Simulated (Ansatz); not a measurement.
`[CH2]1[SiH2][GeH2]1` at its PBE0-D4/def2-TZVP geometry, where that method's forces vanish. Total charge 0; spin multiplicity 1.

```xyz
9

C    -0.6811    0.1890    0.7274
Si    0.8976   -0.7795    0.4025
Ge   -0.1293    0.5449   -1.1687
H    -1.6043   -0.3704    0.8543
H    -0.6274    1.0384    1.4034
H     0.7835   -2.2560    0.3470
H     2.1236   -0.3232    1.0989
H     0.3153    1.9821   -1.4413
H    -1.0779   -0.0254   -2.2234
```

Q: What forces (eV/Å) does r2SCAN-D4/def2-TZVPP give on these atoms in the Gaussian-basis code of Ansatz? (Best estimate.)

A: The calculation gave: 
```
C1  -0.027 -0.008  0.068
Si2  0.020 -0.012 -0.002
Ge3  0.025  0.025 -0.108
H4   0.011  0.020 -0.007
H5  -0.010 -0.010 -0.018
H6   0.001  0.019  0.001
H7  -0.016 -0.005 -0.008
H8  -0.030 -0.055  0.021
H9   0.027  0.027  0.053
```
